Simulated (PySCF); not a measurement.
[PySCF 2.14.0 with density-fitted response routines: shieldings: GIAO PBE0/pcSseg-1; structure optimised with PBE0-D3(BJ)/def2-SVP; no solvent model; a single conformation; rapidly exchanging positions averaged; non-relativistic Hamiltonian]

δ = σ(ref) − σ, references computed at the same level: 1H (σref 31.27) and 13C (σref 184.41) against TMS. Acid and N–H amide carbonyl carbons lie up to 10 ppm further downfield in solution (hydrogen bonding). Carbons bonded to boron are broad in practice. Shifts are as computed. Against solution values, carbons near 30 ppm lie about +2 ppm off and those near 130 ppm about +5 ppm. Of 1313 compounds with measured shifts, 239 miss one by over three times the rms of a fit or turn the order of signals round; such compounds aren't used in these exercises. Groups on amide-type nitrogens are kept apart (slow C–N rotation). OH and NH positions are gas-phase values without hydrogen bonding to other molecules.

(1) Order these molecules by the shift of their most deshielded carbon, lowest δ first.
A. NC(=O)[C@H]1CCOBO1
B. C=C/C=P\P
C. N#C[BH2-][PH2+]F

(2) Order these molecules by the shift of their most shielded carbon-bound hydrogen, lowest δ first.
A. NC(=O)[C@H]1CCOBO1
B. C=C/C=P\P
C. CSBOC(F)F

(3) How many 13C and 1H signals does each give (equivalence by symmetry and fast rotation, but not about amide C–N or C=N bonds)? `N#C[BH2-][PH2+]F`, `CSBOC(F)F`, `NC(=O)[C@H]1CCOBO1`, `C=C/C=P\P`

Results:

(1) C (124.9 ppm, nitrile carbon), A (171.5 ppm, amide carbonyl carbon), B (201.2 ppm, carbon double-bonded to a heavier main-group atom).

(2) A (1.55 ppm, hydrogen on an sp3 CH2 in a ring), C (2.16 ppm, hydrogen on a methyl carbon bonded to S), B (5.47 ppm, hydrogen on a terminal =CH2 carbon).

(3) N#C[BH2-][PH2+]F: 1 C, 2 H; CSBOC(F)F: 2 C, 3 H; NC(=O)[C@H]1CCOBO1: 4 C, 8 H; C=C/C=P\P: 3 C, 5 H.
